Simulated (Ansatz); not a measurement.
CH6OSSi (`O[SiH2]CS`), relaxed with RKS PBE-D4/def2-SVP in Ansatz from a rough embedded geometry. The force threshold is 0.03 eV/Å; the program also tests the step.

Total charge 0; spin multiplicity 1.

Start:

```xyz
10

O    -1.390   -1.406    0.181
Si   -0.004   -0.888   -0.467
C     0.104    0.943   -0.413
S     0.046    1.571    1.315
H    -1.648   -1.110    1.081
H     0.110   -1.385   -1.861
H     1.147   -1.475    0.299
H    -0.623    1.425   -0.998
H     1.113    1.288   -0.860
H     1.146    1.037    1.724
```

Q: How much energy does the relaxation release, and in how many steps? (Estimate.)

A: The calculation gave: 35.32 kJ/mol, in 8 steps.

Q: Which bonds change most? (Estimate.)

A: Ansatz gave: S4–H10 from 1.290 to 1.365 Å; Si2–C3 from 1.835 to 1.903 Å; O1–Si2 from 1.616 to 1.678 Å; C3–H8 from 1.050 to 1.110 Å.

Q: Give the relaxed structure. (Estimate.)

A: Computed: 
```xyz
10

O    -1.337   -1.385    0.321
Si    0.065   -0.952   -0.493
C     0.184    0.947   -0.442
S    -0.128    1.505    1.290
H    -1.482   -0.758    1.062
H    -0.039   -1.489   -1.891
H     1.316   -1.492    0.157
H    -0.644    1.394   -1.031
H     1.133    1.373   -0.828
H     0.933    0.858    1.855
```
